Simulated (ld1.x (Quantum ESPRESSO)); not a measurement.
Plane-wave convergence, TM potential for Ge (Z = 32)

* Element: Ge (Z = 32)
* Generator: ld1.x (Quantum ESPRESSO) 7.5
* Type: norm-conserving Troullier–Martins (Kleinman–Bylander form)
* Functional: PBE
* Relativity: scalar-relativistic
* Frozen core: [Ar] 3d10
* Valence charge: 4
* Reference configuration: 4s1.5 4p2.5
* Partial waves: 4s (bound): rc 1.50 bohr; 4p (bound): rc 2.10 bohr; 4d channel at 0.35 Ry: rc 2.10 bohr
* Local potential: all-electron potential smoothed inside 1.45 bohr (lloc = -1)
* Core correction: none

The pseudo-atom Hamiltonian at the reference potential is diagonalised in spherical Bessel functions j_l(qr) that vanish at 20 bohr, with q² up to the cutoff. All-electron valence levels (Ry): 4s -0.8984, 4p -0.3123.

How do the lowest levels (Ry) of each channel move with the cutoff, and are there ghosts?

```tsv
cutoff (Ry)	s #1	p #1	d #1	f #1	Σ f·Δε (mRy)
8	-0.8590	-0.3085	0.0540	0.1086	68.6
12	-0.8862	-0.3099	0.0540	0.1086	24.3
15	-0.8920	-0.3113	0.0539	0.1086	12.0
21	-0.8949	-0.3121	0.0538	0.1086	5.7
25	-0.8950	-0.3122	0.0538	0.1086	5.4
35	-0.8970	-0.3122	0.0537	0.1086	2.2
40	-0.8978	-0.3123	0.0537	0.1086	0.9
50	-0.8980	-0.3123	0.0537	0.1086	0.6
400	-0.8984	-0.3123	0.0537	0.1086	0.0
```

Result: no extra level below or beside the all-electron valence levels (s, p, d, f tested); 10 mRy is reached at 18 Ry and 1 mRy at 40 Ry.
